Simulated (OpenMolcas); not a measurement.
**Ce3+ in Cs2NaYCl6: curves along the breathing mode**

Ce3+ with its 6 nearest chloride ions, on the Y site of Cs2NaYCl6 (a = 10.7396 Å, distance in the model lattice 2.619 Å). The rest of the host is ab initio model potentials to 7.6 Å, with orthogonalisation functions on the cations behind the ligands, and point charges beyond; the distance is set by hand and nothing relaxes. Ligand basis ANO-RCC-VDZP.

```
Program             : OpenMolcas
Method              : SS-CASPT2, IPEA 0.25 Eh, imaginary shift 0.1 Eh (closed shells correlated: 5s 5p and the ligand valence shells)
Basis               : ANO-RCC-VDZP [7s6p4d2f1g]
Scalar Hamiltonian  : DKH2, point nucleus
Active space        : 1 electron in 7 orbitals (4f)
State averaging     : 2S+1 = 2 odd, 7 roots
Spin-orbit coupling : RASSI with atomic mean-field integrals over the reference wave functions
```

Spin-free energies (labels of O, the rotations of Oh) in cm-1 above the lowest fitted minimum, as all ligands move together:

```
R (Å)    2A2    2T2    2T1
2.538   4020   4270   5510
2.598    680    880   1960
2.658     80    220   1210
2.717   1810   1920   2770
2.777   5670   5750   6550
2.837  11470  11540  12230
2.897  19090  19120  19700
```

Cubic fits give the following; the wavenumber is harmonic, with the mass of all moving ligands, small differences in it between states hang on the degree of the fit, a number in brackets counts states of one label, and the table is a selection of at most 14 states with clean curves.

```csv
State,R0 (Å),Breathing mode (cm-1),Minimum (cm-1)
2A2,2.643,329,0
2T2,2.644,329,150
2T1,2.647,330,1150
```

For an f ion spin-orbit coupling outweighs the ligand field, so these spin-free curves are not those of observable levels.

Roots that are degenerate in the reference are averaged as groups; the widest CASPT2 spread within a group is 220 cm-1 (the 3-fold group of multiplicity 2 near 1130 cm-1 above the lowest state of its run, R = 2.658). Shifts and gaps below about the spread of the groups concerned are not significant. Over all roots computed the reference weight is 0.68 in R = 2.538, 0.68 in R = 2.598, 0.68 in R = 2.658, 0.68 in R = 2.717, 0.68 in R = 2.777, 0.68 in R = 2.837, 0.68 in R = 2.897; a low but even weight reflects the number of correlated electrons. Splittings of an f shell from a small cluster at a set distance can be off by tens of per cent, mostly too small. No measured value stands beside these numbers.
